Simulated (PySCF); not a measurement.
Compound: C₈H₁₂F₂O.
Numbering: `[CH3:1][O:2][C@@H:3]1[C@@H:4]2[CH2:5][C@@H:6]([F:7])[CH2:8][C@@:9]1([F:10])[CH2:11]2`

Structure used (GFN2-xTB), in Å, numbered top down from 1:
```
atom  x, y, z in Å
C1     2.3079   -0.1473    1.5601
O2     1.0084   -0.5303    1.1783
C3     0.8490   -0.6611   -0.2038
C4     0.4873    0.5873   -1.0540
C5    -0.4117    1.5016   -0.2251
C6    -1.7259    0.8055    0.1487
F7    -2.6822    1.1333   -0.8047
C8    -1.6165   -0.7200    0.2259
C9    -0.4997   -1.2152   -0.6812
F10   -0.5816   -2.5766   -0.8641
C11   -0.3639   -0.3439   -1.9346
H12    3.0498   -0.8827    1.2278
H13    2.5751    0.8337    1.1520
H14    2.3066   -0.1009    2.6470
H15    1.6824   -1.2226   -0.6449
H16    1.3027    1.1347   -1.5245
H17   -0.6553    2.4053   -0.7865
H18    0.1088    1.7917    0.6883
H19   -2.1260    1.2095    1.0857
H20   -1.3999   -1.0294    1.2482
H21   -2.5643   -1.1614   -0.0871
H22   -1.2781    0.0563   -2.3610
H23    0.2223   -0.8402   -2.7040
```

Probes without a nucleus sit at each ring's centroid and 1 Å off its mean plane on both sides; NICS is minus the shielding there, NICSzz its component along the normal. Level: GIAO PBE0/pcSseg-1 (PySCF, non-relativistic, gas phase) on the GFN2-xTB geometry, one conformer.

Ring bond lengths (Å), with Mayer bond orders in brackets: C3–C4 1.553 (0.93), C4–C5 1.527 (0.99), C5–C6 1.533 (0.99), C6–C8 1.531 (0.99), C8–C9 1.522 (1.00), C9–C3 1.534 (0.94); C3–C4 1.553 (0.93), C4–C11 1.539 (0.96), C11–C9 1.532 (0.96), C9–C3 1.534 (0.94).

Task: What do the NICS probes read (ppm)?

Result: 
```json
{"ring": "C3–C4–C5–C6–C8–C9", "type": "6-membered carbocycle; formal bonds all single", "NICS(0)": "-5.4", "NICS(1), two faces": "-11.5 / -4.0", "NICS(1)zz, two faces": "-9.3 / -4.6", "rms pucker (Å)": "0.31", "centre to ring atoms, mean (Å)": "1.44"}
{"ring": "C3–C4–C11–C9", "type": "4-membered carbocycle; formal bonds all single", "NICS(0)": "-10.8", "NICS(1), two faces": "-5.3 / -4.5", "NICS(1)zz, two faces": "-7.4 / -2.9", "rms pucker (Å)": "0.19", "centre to ring atoms, mean (Å)": "1.07"}
```

Task: What do they say, and how far can they be read as aromaticity?

Result: 
- C3–C4–C5–C6–C8–C9: mean NICS(1)zz -7.0 ppm, shielded. C3, C4, C5, C6, C8, C9 have four or more neighbours; no verdict on aromaticity is drawn. The two faces differ by 4.7 ppm, so no symmetry operation interchanges them.
- C3–C4–C11–C9: mean NICS(1)zz -5.1 ppm, shielded. C3, C4, C9, C11 have four or more neighbours, so the value isn't read as a sign of a π ring current. The two faces differ by 4.5 ppm, so no symmetry operation interchanges them. NICS(0) lies 6 ppm below the mean NICS(1).

Task: At the second NICS(1) probe listed for ring C3–C4–C11–C9, 1 Å off the ring, how large is the induced field along the normal in 9.4 T applied along it?

Result: NICSzz × B0 = -2.9 ppm × 9.4 T = -27 μT, against the applied field.

Task: Give the inner angles of the rings and the Hirshfeld charges of the ring atoms.

Result: 
- C3–C4–C5–C6–C8–C9: C3 85.1° (+0.028 e), C4 108.7° (-0.036 e), C5 111.4° (-0.083 e), C6 113.8° (+0.074 e), C8 110.3° (-0.092 e), C9 110.0° (+0.095 e); sum 639.4° against 720° for a flat convex ring.
- C3–C4–C11–C9: C3 85.1° (+0.028 e), C4 87.5° (-0.036 e), C11 85.7° (-0.090 e), C9 88.4° (+0.095 e); sum 346.7° against 360° for a flat convex ring.

Task: What are the shieldings of the ring atoms and their hydrogens in the same run (means over atoms taken as equivalent)?

Result: 
```
atoms                    environment  σ isotropic (ppm)  principal values of the symmetric part, first atom (ppm)
   C3     sp3 carbon bound to oxygen              102.9                                         79.8, 82.0, 147.0
   C4  sp3 carbon at a ring junction              157.6                                       145.5, 155.2, 172.2
   C5                ring CH2 carbon              153.1                                       137.3, 151.3, 170.7
   C6                 sp3 C–F carbon               95.5                                         62.5, 78.4, 145.7
   C8                ring CH2 carbon              147.2                                       127.7, 145.6, 168.3
   C9                 sp3 C–F carbon               90.3                                         63.6, 67.9, 139.3
  C11      four-membered-ring carbon              157.2                                       147.0, 155.2, 169.6
  H15               methine hydrogen              28.18                                          24.5, 29.1, 30.9
  H16               methine hydrogen              29.42                                          25.0, 26.4, 36.9
  H17             methylene hydrogen              29.77                                          25.3, 27.6, 36.4
  H18             methylene hydrogen              29.82                                          25.1, 29.2, 35.1
  H19               methine hydrogen              26.66                                          22.7, 26.6, 30.7
  H20             methylene hydrogen              28.97                                          25.2, 28.4, 33.4
  H21             methylene hydrogen              29.51                                          25.4, 27.9, 35.2
```

The list is cut; further classes of hydrogen are left out.
